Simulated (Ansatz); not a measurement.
Job for Ansatz (a quantum-chemistry and plane-wave program): R-PBE/def2-TZVPP on BFH2OSe (SMILES OB(F)[SeH]), a point of a torsion scan.

Ansatz 0.2 input:
```yaml
crystal:
  periodic: [false, false, false]
  atoms:
    - {symbol: O, position_ang: [-1.00493057, -0.81188162, 0.28011470]}
    - {symbol: B, position_ang: [-0.25986123, 0.26554357, 0.12317022]}
    - {symbol: F, position_ang: [-0.68420224, 1.29347894, -0.59957313]}
    - {symbol: Se, position_ang: [1.57295325, 0.25056752, 0.82889795]}
    - {symbol: H, position_ang: [-1.88240159, -0.84424323, -0.10589378]}
    - {symbol: H, position_ang: [1.95719840, -0.95755187, 0.15689502]}
basis:
  gaussian:
    orbitals: def2-TZVPP
hamiltonian:
  xc: {name: PBE}
scf: {lower_state_search: off}
```

**Question.** Predict the final total energy.

**Answer.** -2602.3144 hartree.
